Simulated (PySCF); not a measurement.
Spectrum to structure. Theory: TDDFT CAM-B3LYP/def2-SVPD, vertical, gas phase, core orbitals frozen in the response in PySCF 2.14.0, density-fitted response routines. Geometries: GFN2-xTB, one conformer each.

| state | E (eV) | f |
| --- | --- | --- |
| S1 | 7.42 | 0.017 |
| S2 | 7.63 | 0.0069 |
| S3 | 7.80 | 0.0078 |
| S4 | 7.86 | 0.0080 |
| S5 | 8.18 | 0.0009 |
| S6 | 8.26 | 0.044 |
| S7 | 8.48 | 0.013 |
| S8 | 8.55 | 0.046 |

Orbital energies (eV): HOMO-3 -10.98, HOMO-2 -10.54, HOMO-1 -10.27, HOMO -9.79, LUMO 0.80, LUMO+1 0.85, LUMO+2 1.30.

Question: Which structure fits?
A. `CC[C@H](CO)O[SiH3]`
B. `C#C[SiH]1CC1`
C. `[SiH3]O[SiH2]O[SiH2]O`

Answer: C. Its S1, at 7.42 eV, is the highest among the candidates; the nearest of the others has S1 at 6.98 eV. S1 is HOMO→LUMO (61%), HOMO-1→LUMO (12%), HOMO→LUMO+1 (9%). Löwdin shares by element: HOMO oxygen 32% or more, silicon 14% or more, hydrogen 11% or more (atoms not listed hold the other 43%); LUMO silicon 56%, oxygen 7% or more (atoms not listed hold the other 38%). At the same level the other candidates give, for their lowest levels:
- `C#C[SiH]1CC1`: 5.55 eV (f 0.002); 5.82 eV (f 0.184); 6.18 eV (f 0.001); 6.64 eV (f 0.002); 6.74 eV (f 0.169); T1 4.46 eV; HOMO -8.04, LUMO 0.66 eV
- `CC[C@H](CO)O[SiH3]`: 6.98 eV (f 0.008); 7.44 eV (f 0.018); 7.75 eV (f 0.024); 8.04 eV (f 0.026); 8.12 eV (f 0.047); T1 6.72 eV; HOMO -9.17, LUMO 1.00 eV

Conformer computed: `[OH:1][SiH2:2][O:3][SiH2:4][O:5][SiH3:6]`: O1–Si2–O3–Si4 -165°, Si2–O3–Si4–O5 -1°, O3–Si4–O5–Si6 17°, H–O1–Si2–O3 -40°.
Triplets come from the Tamm–Dancoff approximation.

Without π bonds the low states are Rydberg-like; a valence basis with one diffuse set may place them up to an eV too high.
